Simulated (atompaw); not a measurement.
## Plane-wave convergence, PAW (atompaw) potential for zirconium (Zr)

atompaw 4.2.0.5 input, output lines left out:

```
Zr 40
LDA-PW scalarrelativistic loggrid 1500 logderivrange -7 5 301
5 5 4 0 0 0
5 0 1
5 1 0
4 2 2
0 0 0
c
c
c
v
v
c
c
v
v
c
v
2
2.80 2.45 2.35 2.50
n
n
y
0.55
n
custom polynom vanderbiltortho sinc
3 0 troulliermartins
1.90
2.25
1.95
2.65
2.80
2.80
```

The pseudo-atom Hamiltonian at the reference potential is diagonalised in spherical Bessel functions j_l(qr) that vanish at 20 bohr, with q² up to the cutoff. All-electron valence levels (Ry): 4s -4.5036, 5s -0.7509, 4p -2.8853, 5p -0.4729, 4d -0.7486.

**Question.** How do the lowest levels (Ry) of each channel move with the cutoff, and are there ghosts?

**Answer.**

```tsv
cutoff (Ry)	s #1	s #2	s #3	p #1	p #2	d #1	d #2	f #1	Σ f·Δε (mRy)
8	-4.4458	-0.7474	-0.2155	-2.1874	-0.4689	-0.7287	-0.1666	-0.0700	4345.8
10	-4.4889	-0.7503	-0.2162	-2.6567	-0.4725	-0.7459	-0.1683	-0.0701	1406.5
12	-4.5008	-0.7507	-0.2163	-2.8195	-0.4727	-0.7478	-0.1685	-0.0702	401.9
15	-4.5030	-0.7507	-0.2163	-2.8777	-0.4728	-0.7479	-0.1685	-0.0703	48.1
18	-4.5031	-0.7508	-0.2163	-2.8836	-0.4729	-0.7483	-0.1686	-0.0703	11.5
21	-4.5032	-0.7509	-0.2163	-2.8843	-0.4729	-0.7485	-0.1686	-0.0703	6.2
25	-4.5034	-0.7509	-0.2163	-2.8845	-0.4729	-0.7486	-0.1686	-0.0703	5.2
30	-4.5035	-0.7509	-0.2163	-2.8849	-0.4729	-0.7486	-0.1686	-0.0704	2.2
35	-4.5035	-0.7509	-0.2163	-2.8852	-0.4729	-0.7486	-0.1686	-0.0704	0.5
40	-4.5035	-0.7509	-0.2163	-2.8852	-0.4729	-0.7486	-0.1686	-0.0704	0.3
45	-4.5035	-0.7509	-0.2163	-2.8852	-0.4729	-0.7486	-0.1686	-0.0704	0.3
400	-4.5035	-0.7509	-0.2163	-2.8853	-0.4729	-0.7486	-0.1686	-0.0704	0.0
```

Result: no extra level below or beside the all-electron valence levels (s, p, d, f tested); 10 mRy is reached at 21 Ry and 1 mRy at 35 Ry.
